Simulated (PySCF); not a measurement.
Geometry:
```tsv
atom	x (Å)	y (Å)	z (Å)
C1	3.324	-0.047	0.008
C2	1.870	-0.103	-0.446
C3	0.899	0.124	0.715
F4	1.168	1.327	1.311
F5	1.132	-0.801	1.697
C6	-0.544	0.068	0.273
C7	-1.220	-1.144	0.265
C8	-2.532	-1.197	-0.171
C9	-3.169	-0.046	-0.603
C10	-2.494	1.163	-0.594
C11	-1.182	1.223	-0.159
H12	3.546	0.923	0.445
H13	3.984	-0.209	-0.840
H14	3.516	-0.814	0.754
H15	1.671	0.666	-1.194
H16	1.640	-1.078	-0.880
H17	-0.722	-2.036	0.614
H18	-3.059	-2.139	-0.169
H19	-4.194	-0.090	-0.941
H20	-2.991	2.063	-0.922
H21	-0.654	2.165	-0.139
```

- shieldings: GIAO PBE0/pcSseg-1
- structure optimised with GFN2-xTB
- program: PySCF
- non-relativistic Hamiltonian, in vacuum, one conformer, rapidly exchanging positions averaged

Shifts are taken against calculated references (same method and geometry level): ¹³C (σ = 186.93 ppm) vs TMS.

**Question.** Do the ¹³C shifts follow the atomic charges (in e)? Tabulate both.

**Answer.** 
```
 atoms  hybridisation  δ (ppm)  σ para (ppm)  Hirshfeld    IAO  Mulliken  ESP-fitted
    C6            sp2    147.3          -226      -0.02  -0.04     -0.38       -0.00
    C9            sp2    134.5          -202      -0.04  -0.15     -0.07       -0.15
C8/C10            sp2    133.8          -201      -0.05  -0.15     -0.07       -0.14
C7/C11            sp2    130.4          -192      -0.05  -0.15     +0.02       -0.17
    C3            sp3    129.2          -183      +0.19  +0.57     +0.61       +0.42
    C2            sp3     41.5          -107      -0.09  -0.28     -0.24       +0.03
    C1            sp3      8.6           -66      -0.12  -0.42     -0.27       -0.23
```

Correlation coefficients of δ with charge over these carbons: Hirshfeld +0.51, IAO +0.56, Mulliken +0.34, ESP-fitted +0.24; with the paramagnetic shielding -0.99. Among the 4 sp2 carbons alone: Hirshfeld +1.00, IAO +0.98, Mulliken -1.00, ESP-fitted +0.99. With so few points, grouped by hybridisation, these coefficients are fragile. Charge is one influence among several: hybridisation and low-lying excitations act through the paramagnetic term.

Shifts are as computed. Against solution values, carbons near 30 ppm lie about +3 ppm off and those near 130 ppm about +5 ppm. Of 1211 compounds with measured shifts, 218 miss one by over three times the rms of a fit or turn the order of signals round; such compounds aren't used in these exercises.
